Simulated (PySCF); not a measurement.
**Electronic absorption of (Cl)3Zr-O-SiH3**

Compound: (Cl)3Zr-O-SiH3 (singlet state).
Z-matrix (Å and degrees, PBE0-D3(BJ)/def2-SVP geometry), rows numbered from 1:
```
Zr
Cl  1  2.3360
Cl  1  2.3441  2  110.50
Cl  1  2.3399  2  110.59  3   122.73
O   1  1.8945  2  106.15  3  -118.57
Si  5  1.6814  1  173.79  2    52.50
H   6  1.4889  5  108.63  1   123.46
H   6  1.4893  5  108.55  1     3.23
H   6  1.4900  5  108.32  1  -116.73
```

Computed, not measured: TDDFT wB97X-D/def2-SVPD, vertical, gas phase, core orbitals frozen in the response, def2 core potentials past Kr in PySCF 2.14.0, density-fitted response routines. Spin–orbit coupling is left out. Note that the optimisation stopped short of convergence; the values belong to its last geometry.

| state | E (eV) | λ (nm) | f | main configurations (H = HOMO, L = LUMO) |
| --- | --- | --- | --- | --- |
| S1 | 6.09 | 203.4 | 0.0006 | H-1→L (58%), H→L (17%) |
| S2 | 6.10 | 203.2 | 0.0018 | H→L (41%), H-2→L (21%), H-2→L+1 (9%) |
| S3 | 6.15 | 201.7 | 0.0012 | H-2→L+1 (48%), H→L+1 (33%) |
| S4 | 6.30 | 196.9 | 0.022 | H-2→L (45%), H-1→L+1 (12%), H-3→L (12%) |
| S5 | 6.32 | 196.2 | 0.031 | H→L+1 (22%), H-2→L+1 (17%), H-5→L (12%) |
| S6 | 6.33 | 195.9 | 0.030 | H-1→L+1 (32%), H→L+1 (20%), H-5→L (14%) |
| S7 | 6.61 | 187.6 | 0.0065 | H-4→L (32%), H-5→L (23%), H-6→L (9%) |
| S8 | 6.64 | 186.9 | 0.0050 | H-5→L+1 (24%), H-3→L (19%), H-6→L (10%) |
| S9 | 6.66 | 186.2 | 0.0040 | H-3→L+1 (26%), H-7→L+1 (18%), H-4→L (9%) |

Triplets (Tamm–Dancoff): T1 5.79 eV, H→L (77%); T2 5.83 eV, H→L+1 (74%); T3 5.97 eV, H-1→L (50%), H-2→L+1 (23%); T4 6.05 eV, H-2→L (64%), H→L (10%).

The lowest singlet level (S1/S2) comes at 203 nm (588 kJ/mol) in the ultraviolet; it is very weak. The most intense listed level is S5/S6 at 6.32 eV (196 nm, f = 0.061 summed), 0.22 eV above S1. S1/S2 and S5/S6 lie within about 0.01 eV of each other in each set. For S1 the Löwdin share of zirconium is at most 10% in HOMO-1 and 70% in LUMO (ligand-to-metal charge transfer by this measure). The listed states span 0.56 eV, and the widest gap between neighbours is 0.28 eV (S6 to S7). Weighted by f, the mean energy of these states is 6.36 eV. The vertical ionisation energy (ΔSCF) is 11.54 eV, 4.88 eV above S9. Orbitals of the list HOMO-3 to LUMO+2 that lie within 0.01 eV of each other are written together with a slash and their weights summed (≥ marks a lower bound); for degenerate orbitals outside that list single weights are arbitrary. Singlets were solved by full linear response, triplets in the Tamm–Dancoff approximation. The highest level found (6.83 eV, f 0.023 so far) is left out, since the window may have cut off a degenerate partner.
